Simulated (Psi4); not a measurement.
H₁₂NiO₆ (SMILES [OH2]->[Ni+2](<-[OH2])(<-[OH2])(<-[OH2])(<-[OH2])<-[OH2]), charge +2, triplet, geometry from GFN2-xTB (such geometries of metal compounds can be far from the true shape); CAM-B3LYP/STO-3G in Psi4.

Input for Psi4:
```
memory 2 GB

molecule {
2 3
  Ni    0.00000000    0.00000000    0.00000000
  O    -0.73555251    1.84357571   -0.77269719
  H    -1.57476086    1.83984713   -1.25157783
  H    -0.16427131    2.47373327   -1.23021257
  O     1.67199082    0.96843923    0.89634925
  H     1.59203061    1.81726285    1.35009576
  H     2.50348938    0.99985783    0.40519322
  O     1.19725022   -0.32254444   -1.73188534
  H     1.76736753   -1.10219817   -1.75867208
  H     0.84941474   -0.20927046   -2.62573128
  O    -1.19725022    0.32254444    1.73188534
  H    -1.76736753    1.10219817    1.75867208
  H    -0.84941474    0.20927046    2.62573128
  O    -1.67199082   -0.96843923   -0.89634925
  H    -1.59203061   -1.81726285   -1.35009576
  H    -2.50348938   -0.99985783   -0.40519322
  O     0.73555251   -1.84357571    0.77269719
  H     0.16427131   -2.47373327    1.23021257
  H     1.57476086   -1.83984713    1.25157783
}

set basis sto-3g
set reference uks

energy('cam-b3lyp')
print_variables()
```

What the program printed (banner, timings and long lists left out):

```
   => Loading Basis Set <=

    Name: STO-3G
    Role: ORBITAL
    Keyword: BASIS

         ---------------------------------------------------------
                                   SCF
               by Justin Turney, Rob Parrish, Andy Simmonett
                          and Daniel G. A. Smith
                              UKS Reference
         ---------------------------------------------------------

  ==> Geometry <==

    Molecular point group: ci
    Full point group: S2

    Geometry (in Angstrom), charge = 2, multiplicity = 3:

       Center              X                  Y                   Z               Mass
    ------------   -----------------  -----------------  -----------------  -----------------
         NI           0.000000000000     0.000000000000     0.000000000000    57.935342410000
         O           -0.735552510000     1.843575710000    -0.772697190000    15.994914619570
         H           -1.574760860000     1.839847130000    -1.251577830000     1.007825032230
         H           -0.164271310000     2.473733270000    -1.230212570000     1.007825032230
         O            1.671990820000     0.968439230000     0.896349250000    15.994914619570
         H            1.592030610000     1.817262850000     1.350095760000     1.007825032230
         H            2.503489380000     0.999857830000     0.405193220000     1.007825032230
         O            1.197250220000    -0.322544440000    -1.731885340000    15.994914619570
         H            1.767367530000    -1.102198170000    -1.758672080000     1.007825032230
         H            0.849414740000    -0.209270460000    -2.625731280000     1.007825032230
         O           -1.197250220000     0.322544440000     1.731885340000    15.994914619570
         H           -1.767367530000     1.102198170000     1.758672080000     1.007825032230
         H           -0.849414740000     0.209270460000     2.625731280000     1.007825032230
         O           -1.671990820000    -0.968439230000    -0.896349250000    15.994914619570
         H           -1.592030610000    -1.817262850000    -1.350095760000     1.007825032230
         H           -2.503489380000    -0.999857830000    -0.405193220000     1.007825032230
         O            0.735552510000    -1.843575710000     0.772697190000    15.994914619570
         H            0.164271310000    -2.473733270000     1.230212570000     1.007825032230
[...]
   @DF-UKS iter  88: -1942.84464262313213   -1.04824e-07   1.83972e-06 DIIS
   @DF-UKS iter  89: -1942.84464272122068   -9.80885e-08   1.81438e-06 DIIS
   @DF-UKS iter  90: -1942.84464272202581   -8.05130e-10   1.80186e-06 DIIS
   @DF-UKS iter  91: -1942.84464273083950   -8.81369e-09   1.78142e-06 DIIS
   @DF-UKS iter  92: -1942.84464272744208    3.39742e-09   1.77593e-06 DIIS
   @DF-UKS iter  93: -1942.84464272422838    3.21370e-09   1.74570e-06 DIIS
   @DF-UKS iter  94: -1942.84464275146479   -2.72364e-08   1.72433e-06 DIIS
   @DF-UKS iter  95: -1942.84464278555629   -3.40915e-08   1.74448e-06 DIIS
   @DF-UKS iter  96: -1942.84464278617884   -6.22549e-10   1.71389e-06 DIIS
   @DF-UKS iter  97: -1942.84464280487873   -1.86999e-08   1.70346e-06 DIIS
   @DF-UKS iter  98: -1942.84464279889789    5.98084e-09   1.68923e-06 DIIS
   @DF-UKS iter  99: -1942.84464276989274    2.90052e-08   1.63650e-06 DIIS
   @DF-UKS iter 100: -1942.84464277983489   -9.94214e-09   1.60393e-06 DIIS

PsiException: Could not converge SCF iterations in 100 iterations.

  Failed to converge.

Traceback (most recent call last):
  File "psi4", line 375, in <module>
  File "<string>", line 40, in <module>
  File "site-packages/psi4/driver/driver.py", line 533, in energy
  File "site-packages/psi4/driver/procrouting/proc.py", line 2760, in run_scf
  File "site-packages/psi4/driver/procrouting/proc.py", line 2047, in scf_helper
  File "site-packages/psi4/driver/procrouting/scf_proc/scf_iterator.py", line 93, in scf_compute_energy
  File "site-packages/psi4/driver/procrouting/scf_proc/scf_iterator.py", line 86, in scf_compute_energy
  File "site-packages/psi4/driver/procrouting/scf_proc/scf_iterator.py", line 609, in scf_iterate

psi4.driver.p4util.exceptions.SCFConvergenceError: Could not converge SCF iterations in 100 iterations.

Printing out the relevant lines from the Psithon --> Python processed input file:
      H     1.57476086   -1.83984713    1.25157783
    """)
    core.IO.set_default_namespace("")
    core.set_global_option("BASIS", "sto-3g")
    core.set_global_option("REFERENCE", "uks")
--> energy('cam-b3lyp')
    print_variables()

!-------------------------------------------------------!
!                                                       !
!  Could not converge SCF iterations in 100 iterations. !
!                                                       !
!-------------------------------------------------------!
```

The run did not converge; its last values are not results.
